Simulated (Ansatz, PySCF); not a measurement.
System: CH₃Se₂ (charge 0, doublet). It need not be the lowest isomer of its formula. 
Geometry from a B3LYP-D3(BJ)/def2-TZVP (Ansatz, a first-principles code) optimisation:
```
C
H 1 1.0861
H 1 1.0861 2 110.76
H 1 1.0892 2 110.73 3 123.24
Se 1 1.9722 2 108.72 3 -119.39
Se 5 2.2540 1 102.79 2 60.33
```
Charge 0, spin multiplicity 2.

Property: vertical ionisation energy (to the triplet state of charge +1; each state is the SCF solution reached for its spin), in eV. Valence correlation only, unless marked. Open shells are spin-unrestricted. No spin-orbit coupling. Frozen are the shells of the preceding noble gas and the d and f shells that filled before the atom's block. Non-relativistic. CBS marks a two-point X^-3 extrapolation of the correlation energy; Hartree-Fock from the larger set. [CCSD(T)-MP2]/basis is that difference in the basis named.

```tsv
level	program	vertical ionisation energy (eV)	minus last row
HF/aug-cc-pVDZ	Ansatz	7.80	-0.94
HF/aug-cc-pVTZ	Ansatz	7.75	-0.99
SVWN5/def2-TZVPD	Ansatz	8.78	0.04
PBE/def2-TZVPD	Ansatz	8.53	-0.21
r2SCAN/def2-TZVPD	Ansatz	8.58	-0.16
B3LYP/def2-TZVPD	Ansatz	8.64	-0.10
PBE0/def2-TZVPD	Ansatz	8.60	-0.14
BHLYP/def2-TZVPD	Ansatz	8.55	-0.19
CAM-B3LYP/def2-TZVPD	Ansatz	8.69	-0.05
wB97X-V/def2-TZVPD	Ansatz	8.70	-0.04
B2PLYP/def2-TZVPD	Ansatz	8.57	-0.17
MP2/aug-cc-pVDZ	Ansatz	8.43	-0.31
RI-MP2/aug-cc-pVTZ	Ansatz	8.58	-0.16
RI-MP2/aug-cc-pVQZ	Ansatz	8.66	-0.08
RI-MP2/CBS(aug-cc-pVTZ,aug-cc-pVQZ)	Ansatz	8.71	-0.03
SCS-MP2/aug-cc-pVDZ	Ansatz	8.41	-0.33
SCS-MP2/aug-cc-pVTZ	Ansatz	8.57	-0.17
CCSD/aug-cc-pVTZ	Ansatz	8.57	-0.17
CCSD(T)/aug-cc-pVTZ	Ansatz	8.61	-0.13
RI-MP2/CBS(aug-cc-pVTZ,aug-cc-pVQZ)+[CCSD(T)-MP2]/aug-cc-pVDZ	Ansatz	8.71	-0.03
RI-MP2/CBS(aug-cc-pVTZ,aug-cc-pVQZ)+[CCSD(T)-MP2]/aug-cc-pVTZ	Ansatz	8.74	0.00
```

For comparison, minus the highest occupied orbital energy (PySCF): 9.18 eV at HF/def2-TZVPD, 7.49 eV at M06-2X/def2-TZVPD, 5.32 eV at PBE/def2-TZVPD.
